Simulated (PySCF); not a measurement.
Bonds (- single, = double, # triple, : aromatic): O1-Si2, Si2-O3, O3-C4, C4-C5, C5:C6, C6:C7, C7:C8, C8:N9, N9-Si2, N9:C5. O1 carries H10; Si2 carries H11; C4 carries H12, H13; C6 carries H14; C7 carries H15; C8 carries H16. Stereochemistry as in O[Si@H]1OCc2cccn21. H12 is cis to O1 on the ring; H13 is trans to O1 on the ring.

Computational details: GFN2-xTB geometry, shielding tensors at PBE0/pcSseg-1 (GIAO), in PySCF 2.14.0 with density-fitted response routines (isolated molecule, single conformer, non-relativistic Hamiltonian).

Scale: 13C (σref 186.93) vs TMS (reference shieldings calculated alike).

Problem. Do the 13C shifts follow the atomic charges (in e)? Tabulate both.

Solution. 
| atoms | hybridisation | δ (ppm) | σ para (ppm) | Hirshfeld | IAO | Mulliken | ESP-fitted |
| --- | --- | --- | --- | --- | --- | --- | --- |
| C5 | sp2 | 141.6 | -213 | +0.01 | +0.03 | +0.02 | +0.07 |
| C7 | sp2 | 121.6 | -193 | -0.10 | -0.21 | -0.17 | -0.04 |
| C8 | sp2 | 119.4 | -182 | -0.04 | -0.12 | +0.17 | -0.45 |
| C6 | sp2 | 107.2 | -174 | -0.10 | -0.24 | -0.16 | -0.42 |
| C4 | sp3 | 67.5 | -123 | +0.01 | -0.06 | +0.26 | +0.06 |

Correlation coefficients of δ with charge over these carbons: Hirshfeld -0.14, IAO +0.11, Mulliken -0.49, ESP-fitted -0.09; with the paramagnetic shielding -1.00. Among the 4 sp2 carbons alone: Hirshfeld +0.88, IAO +0.91, Mulliken +0.36, ESP-fitted +0.82. With so few points, grouped by hybridisation, these coefficients are fragile. Charge is one influence among several: hybridisation and low-lying excitations act through the paramagnetic term.

Shifts are as computed. Against solution values, carbons near 30 ppm lie about +3 ppm off and those near 130 ppm about +5 ppm. Of 1211 compounds with measured shifts, 218 miss one by over three times the rms of a fit or turn the order of signals round; such compounds aren't used in these exercises.
